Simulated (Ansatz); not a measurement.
A made-up structure of CH$_{5}$AlGe, closed shell:

| atom | x (Å) | y (Å) | z (Å) |
| --- | --- | --- | --- |
| C1 | 0.5683 | -1.0252 | 0.3409 |
| Al2 | 0.1195 | 1.2426 | 0.8478 |
| Ge3 | -0.5634 | 0.3182 | -0.7094 |
| H4 | -2.0245 | -0.0499 | -0.8094 |
| H5 | -0.0317 | 0.6304 | -2.0877 |
| H6 | 0.1435 | 2.6235 | 1.6190 |
| H7 | 1.4050 | -1.3732 | -0.2090 |
| H8 | 0.0032 | -1.8517 | 0.6892 |

It is relaxed with PBE-D4/def2-SVP and then PBE0-D4/def2-TZVP (Ansatz 0.2.0). Atoms count as bonded within 1.22 times the sum of their covalent radii (H–H: 0.88 Å). The end point is not checked to be a true minimum.

Task: Does its bonding change? (Judge from chemistry; the calculation decides.)

Result: Computed: No: no bond forms or breaks.

Where it ends: The first stage lowers the energy by 2.95 eV in 9 steps. It ends as CH₅AlGe ([CH2]1[AlH][GeH2]1):
```
8
angstrom
C 0.4511 -0.6549 0.3550
Al 0.2125 1.1698 0.9538
Ge -0.7472 0.2777 -1.0173
H -2.1455 -0.3571 -1.1124
H -0.1112 0.3371 -2.4170
H 0.5807 2.2140 2.0835
H 1.4101 -0.9902 -0.0441
H -0.0306 -1.4818 0.8799
```

Labels in which every atom is bracketed show which atoms are joined, not bond orders.

For scale, one of the runs: PBE0-D4/def2-TZVP relaxation, 146 basis functions, launched by `ansatz run in.yaml --threads 2 --pin off --events-out ev --progress --plain --max-ram 4352MiB`. Hardware: 2 CPU threads of an Intel Xeon Platinum 8259CL, shared host. Wall time about 24 s.
